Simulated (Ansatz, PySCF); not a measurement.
This Ansatz (a quantum-chemistry and plane-wave program) input computes a BLYP/def2-TZVPD energy:

Ansatz 0.2 input:
```yaml
crystal:
  periodic: [false, false, false]
  atoms:
    - {symbol: Sn, position_ang: [-0.02231820, 0.02218151, -0.01021587]}
    - {symbol: H, position_ang: [0.26167273, -1.13672385, -1.25421430]}
    - {symbol: H, position_ang: [-0.60513251, -0.78890477, 1.39467242]}
    - {symbol: H, position_ang: [1.45936983, 0.81655287, 0.37033548]}
basis:
  gaussian:
    orbitals: def2-TZVPD
hamiltonian:
  xc: {name: BLYP}
magnetization: {spin_polarized: true, initial_magnetization: 1}
output: {forces: true}
```

Question: Write an input for the same energy in PySCF and say what it gives.

Answer: 
```python
from pyscf import gto, scf, dft

mol = gto.M(
    atom='''
    Sn   -0.02231820    0.02218151   -0.01021587
    H     0.26167273   -1.13672385   -1.25421430
    H    -0.60513251   -0.78890477    1.39467242
    H     1.45936983    0.81655287    0.37033548
    ''',
    basis='def2-tzvpd',
    ecp='def2-tzvp',
    charge=0,
    spin=1,
    verbose=4,
)

mf = dft.UKS(mol, xc='blyp').density_fit(auxbasis='def2-universal-jkfit')
mf.grids.level = 3
mf.conv_tol = 1e-9
mf.max_cycle = 100
mf.max_memory = 1500
mf.kernel()
if not mf.converged:
    mf = mf.newton()
    mf.kernel(mf.make_rdm1())
for _ in range(2):
    mo, _, stable, _ = mf.stability(return_status=True)
    if stable:
        break
    mf.kernel(mf.make_rdm1(mo, mf.mo_occ))
mf.analyze()
```
It gives -215.97975 Eh, and Ansatz -215.97972 Eh, a difference of 0.03 mEh, from the treatment of integrals and grids.
